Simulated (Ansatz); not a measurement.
CHBClN, SMILES `N#CBCl`, relaxed with RKS PBE-D4/def2-SVP in the Gaussian-basis code of Ansatz from a rough embedded geometry. The force threshold is 0.03 eV/Å; the program also tests the step.

The species carries charge 0 and has multiplicity 1.

Start:

```xyz
5

N    -0.157   -2.194   -0.005
C    -0.122   -0.977   -0.033
B    -0.072    0.579   -0.036
Cl    1.454    1.423    0.086
H    -1.103    1.169   -0.013
```

| step | energy (eV) | largest force (eV/Å) | largest move (Å) |
| --- | --- | --- | --- |
| 1 | -15726.7783 | 2.927 | 0.000 |
| 2 (rejected) | -15726.7500 | 1.255 | 0.187 |
| 3 | -15726.8932 | 0.472 | 0.062 |
| 4 | -15726.8955 | 0.338 | 0.007 |
| 5 | -15726.8978 | 0.059 | 0.015 |
| 6 | -15726.8979 | 0.063 | 0.004 |
| 7 | -15726.8980 | 0.049 | 0.003 |
| 8 | -15726.8981 | 0.010 | 0.002 |

End:

```xyz
5

N    -0.146   -2.155   -0.023
C    -0.103   -0.980   -0.012
B    -0.083    0.556    0.001
Cl    1.444    1.389    0.072
H    -1.112    1.190   -0.037
```

Run time 6.5 s (2 threads of a server CPU on a shared host); peak host memory 0.17 GiB.
